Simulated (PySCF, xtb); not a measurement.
C3H6BrF, SMILES Br[C@@H](F)CC. Other conformers were not sampled.

Harmonic wavenumbers (cm⁻¹) from GFN2-xTB in xtb 6.7.1 at its own minimum, in rising order: 98, 199, 216, 282, 307, 505, 636, 824, 904, 1001, 1065, 1110, 1128, 1207, 1241, 1280, 1325, 1419, 1458, 1492, 1496, 2923, 2969, 2995, 3041, 3044, 3054.

**Question.** What does PBE-D3(BJ)/def2-SVP (PySCF 2.14.0) give at its own minimum? (An estimate is asked for; the answer gives what the named calculation found.)

**Answer.** 110, 198, 227, 294, 318, 522, 653, 772, 870, 974, 1020, 1083, 1116, 1199, 1246, 1316, 1320, 1354, 1391, 1415, 1433, 2968, 2986, 3031, 3036, 3079, 3083. Paired by order, the mean absolute difference is 29 cm⁻¹ and the zero-point energies are 53.2 and 52.9 kcal/mol.
